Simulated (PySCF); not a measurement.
C3H7ClSi, SMILES C/C=C/[SiH2]Cl.

Coordinates come from a PBE0-D3(BJ)/def2-SVP optimisation. The structure was generated by enumeration; whether it is a known compound was not checked. The values are those of a single conformer.

Calculation: PBE/def2-TZVP in PySCF.

| Property | Value |
|---|---|
| total energy | -867.81544 hartree |
| highest occupied level | -6.74 eV |
| lowest empty level | -1.67 eV |
| orbital gap | 5.07 eV |
| dipole moment | 2.61 D |
| quadrupole, principal values (traceless, Buckingham form, about the centre of nuclear charge) | -3.63, 1.09, 2.54 D·Å |
| mean static polarisability | 78.3 bohr³ (11.61 Å³) |
| polarisability, principal values | 62.9, 66.3, 105.8 bohr³ |
